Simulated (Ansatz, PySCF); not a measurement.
Stretching the Ga1–H2 bond in CH5GaO (SMILES [CH3][GaH][OH]) (multiplicity 1 held, fragments rigid). Energies count from the point at 1.570 Å.
Geometry at that point (charge 0, multiplicity 1):
```xyz
8

Ga    -0.2039    -0.2009    -0.1879
H     -1.1241    -1.1816    -0.9986
C      0.2337     1.6848    -0.5235
H      0.7101     1.7996    -1.4987
H      0.9079     2.0550     0.2475
H     -0.6724     2.2933    -0.5268
O      0.5892    -0.8806     1.2853
H      0.3833    -1.8034     1.4613
```

Restricted levels (R-, RO-) in cc, def2 and unpolarised 6-31G sets keep to the state of the molecule at rest. Unrestricted levels (U-) break spin symmetry where that is lower. Active spaces are followed from a long bond inwards. Left out are points that failed, MP2 points in a non-variational dive below the minimum, coupled-cluster points behind a sign of a changed root (a jump of the amplitudes, or a one-step jump against full CI or MRCI), small-basis points behind a change of solution, and semi-empirical points at long bonds. Curves can end on different states.

Correlated levels freeze the cores. Filled d and f shells under p-block atoms count as core. Rows in LANL2DZ carry no dispersion term and start afresh at each structure. LANL2DZ brings its own core potentials from Na on.

The values were computed with Ansatz (Gaussian orbitals); PySCF for LANL2DZ rows. 

Energies in kJ/mol.

```
R (Å)  R-HF/cc-pVTZ  U-HF/cc-pVTZ  R-B3LYP/LANL2DZ  FIC-MRCISD+Q on CASSCF(2,2)/cc-pVTZ
-----  ------------  ------------  ---------------  -----------------------------------
1.256           115           115              108                                  118
1.413            23            23               23                                   25
1.570             0             0                0                                    0
1.727            14            14               11                                   11
1.884            47            47               40                                   40
2.120           112           112               97                                   98
2.355           182           179              159                                  156
2.748           291           236              253                                  239
3.141           383           257              330                                  294
3.612           471           266              399                                  328
4.240           558           268         left out                                  343
5.025           631           269         left out                                  347
```

Doubts at one or more of the structures used: a restricted determinant that unrestricted orbitals would lower (R-HF/cc-pVTZ); a spin-contaminated determinant (U-HF/cc-pVTZ).

Ansatz is a quantum-chemistry and plane-wave program.
